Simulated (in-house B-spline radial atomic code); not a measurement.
Configurations of Nd³⁺, with energies counted from [Xe] 4f3. Level of theory: scalar-relativistic (X2C) r2SCAN0, spin-polarised, spherical fractional occupations, exact exchange averaged over the configuration, Fermi nucleus of rms radius 4.9123 fm; calculated with a B-spline radial code for spherical atoms. Shells without spins written out take the highest spin.

Occupations are held fixed; configurations that lie above the ionisation limit could autoionise.

```tsv
configuration	E - E(ref) (eV)	highest orbital	its <r> (bohr)
[Kr] 4d10 4f4 5s2 5p5	17.309	4f up	1.005
[Kr] 4d10 4f3 5s2 5p5 5d1	23.234	5d up	2.179
[Xe] 4f2 6d1	25.266	6d up	4.882
[Kr] 4d10 4f3 5s2 5p5 6p1	32.477	6p up	3.743
```

**Question.** Order these further configurations by energy, lowest first.
A. [Kr] 4d9 4f4 5s2 5p6
B. [Xe] 4f2 6p1
C. [Kr] 4d9 4f3 5s2 5p6 5d1
D. [Kr] 4d9 4f3 5s2 5p6 6d1

**Answer.** B (18.753 eV), A (114.73 eV), C (126.12 eV), D (142.24 eV).
